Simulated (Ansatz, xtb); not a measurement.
# C3H8GeO: 3 structures ranked

3 gas-phase structures of C3H8GeO, from a drawn sample of its isomers (lower ones may exist). Each was relaxed with GFN2-xTB; where two conformers were screened, the lower at r2SCAN-D4/def2-SVP is listed:

A. `C=[C]([GeH3])OC`, a singlet
B. `CO/C=[CH]\[GeH3]`, a singlet
C. `CO/C=[CH]/[GeH3]`, a singlet

Problem. Estimate their order in r2SCAN-D4/def2-SVP energy at these geometries, lowest first.

Solution. Calculated order at r2SCAN-D4/def2-SVP: C (0.0), B (3.1), A (3.4) kcal/mol. Less than 1 kcal/mol parts B and A, so the order within that pair means little.

Energies above the lowest of each column, in kcal/mol; the last columns are at B3LYP-D3(BJ)/def2-SVP geometries:

```
structure  GFN2-xTB  HF/STO-3G  r2SCAN-D4/def2-SVP  B3LYP-D3(BJ)/def2-SVP  CCSD(T)/def2-SVP + ΔMP2/def2-TZVPP
        C       0.2        0.0                 0.0                    0.0                                 0.0
        B       0.1        0.9                 3.1                    1.9                                 2.1
        A       0.0        2.4                 3.4                    2.9                                 2.7
```

Every level run on C puts it lowest or level with the lowest. Flexible structures stand in one conformer each, not always the lowest. ΔMP2 is the change of the MP2 energy from the smaller to the larger basis.

Programs: Ansatz 0.2.0, xtb 6.7.1.
